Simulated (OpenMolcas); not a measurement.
**Ionisation energies of rhenium**

```
Program             : OpenMolcas 26.06
Basis               : ANO-R2 [8s6p5d3f1g]
Scalar Hamiltonian  : X2C, finite nucleus
Spin-orbit coupling : RASSI with atomic mean-field integrals over the reference wave functions, term energies averaged over their components
```

Active shells in each charge state: the valence d, s shells, with orbitals averaged over the low states. Where CASPT2's correlated closed shells are named, they are those of the first ion.

A. CASSCF
B. SS-CASPT2, IPEA 0.25 Eh, imaginary shift 0.1 Eh (closed shells correlated: 5s 5p)
C. SS-CASPT2, IPEA 0 Eh, imaginary shift 0.1 Eh (closed shells correlated: 5s 5p)
D. SS-CASPT2, IPEA 0.25 Eh, imaginary shift 0.1 Eh (closed shells correlated: 4f 5s 5p)

Energies in eV between the lowest computed levels, named as in B; reference values from the NIST Atomic Spectra Database with their kind.

| From | To | A | B | C | D | Spin-orbit share in B | Reference |
| --- | --- | --- | --- | --- | --- | --- | --- |
| Re 5d5 6s2 6S 5/2 | Re+ 5d5 6s 7S3 | 5.263 | 7.825 | 7.970 | 7.823 | +0.000 | 7.834 (measured) |
| Re+ 5d5 6s 7S3 | Re2+ 5d5 6S 5/2 | 15.711 | 16.770 | 16.892 | 16.863 | +0.000 | 16.600 (semi-empirical) |

Error against the reference values, in %:

```
From       Reference      A     B     C     D
  Re        measured  -32.8  -0.1  +1.7  -0.1
 Re+  semi-empirical   -5.4  +1.0  +1.8  +1.6
```

Absolute error against the one measured value: A 2.57 eV, B 0.01 eV, C 0.14 eV, D 0.01 eV.

The lowest level within the active space need not be the ion's true ground level.
